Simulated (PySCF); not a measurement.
C₅H₇F, SMILES C[C@@H]1C=C[C@@H]1F. Heavy atoms are numbered as in [CH3:1][C@@H:2]1[CH:3]=[CH:4][C@@H:5]1[F:6]. Hydrogens are named by the atom that carries them.

Coordinates come from a B3LYP-D3(BJ)/def2-SVP optimisation. The structure was generated by enumeration; whether it is a known compound was not checked.

Method: PySCF with PBE/pcSseg-1.

GIAO shieldings, no solvent; atoms alike by connectivity are averaged. δ = σ(ref) − σ: ¹³C against TMS (σ = 182.0 ppm); ¹⁹F against CFCl3 (σ = 133.6 ppm); ¹H against TMS (σ = 31.49 ppm), references at their B3LYP-D3(BJ)/def2-TZVP geometries, non-relativistic.

Q: Estimate the chemical shifts. (An estimate is asked for; the answer gives what the named calculation found.)

A: 
```
nucleus     atoms  count  δ (ppm)
-------  --------  -----  -------
¹³C       C3 (CH)      1    157.3
¹³C       C4 (CH)      1    148.2
¹³C       C5 (CH)      1     97.4
¹³C       C2 (CH)      1     54.3
¹³C      C1 (CH3)      1     20.1
¹⁹F            F6      1   -231.2
¹H        H on C3      1     6.92
¹H        H on C4      1     6.71
¹H        H on C5      1     5.73
¹H        H on C2      1     3.38
¹H        H on C1      3     1.51
```
